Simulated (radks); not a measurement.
Question: The lead ion Pb+, 81 electrons, occupied as [Hg] 6p1. All-electron calculation, Dirac Kohn-Sham, PBE, spin-unpolarised, spherical densities, point nucleus; open shells are shared between the two j in proportion to 2j + 1. Program: a radial shooting solver on a logarithmic mesh with Libxc functionals. Some entries of the table are withheld. Estimate them.

orbital      occ.  eigenvalue (hartree)  <r^2> (bohr^2)
1s1/2           2             -3233.545       0.0003571
2s1/2           2             -578.0656        0.005362
2p1/2           2                   (1)        0.003774
2p3/2           4                   (2)        0.004957
3s1/2           2             -138.9602         0.03475
3p1/2           2             -128.5976             (3)
3p3/2           4             -110.6407             (4)
3d3/2           4             -93.64470         0.02892
3d5/2           6             -89.82455         0.03064
4s1/2           2             -31.67766          0.1666
4p1/2           2             -27.19524          0.1691
4p3/2           4             -22.79987          0.2003
4d3/2           4             -15.50940             (5)
4d5/2           6             -14.68929             (6)
5s1/2           2              -5.56442          0.8181
4f5/2           6              -5.25302          0.2435
4f7/2           8              -5.06815          0.2503
5p1/2           2              -4.03681             (7)
5p3/2           4              -3.21594             (8)
5d3/2           4              -1.11571           1.886
5d5/2           6              -1.02044           2.034
6s1/2           2              -0.70535           5.701
6p1/2    0.333333                   (9)           8.759
6p3/2    0.666667                  (10)           11.09
7s1/2           0              -0.16329           38.26

Answer: 
(1) 2p1/2 eigenvalue (hartree): -555.0611
(2) 2p3/2 eigenvalue (hartree): -474.5816
(3) 3p1/2 <r^2> (bohr^2): 0.03158
(4) 3p3/2 <r^2> (bohr^2): 0.03792
(5) 4d3/2 <r^2> (bohr^2): 0.2083
(6) 4d5/2 <r^2> (bohr^2): 0.2191
(7) 5p1/2 <r^2> (bohr^2): 0.9402
(8) 5p3/2 <r^2> (bohr^2): 1.140
(9) 6p1/2 eigenvalue (hartree): -0.41254
(10) 6p3/2 eigenvalue (hartree): -0.34452
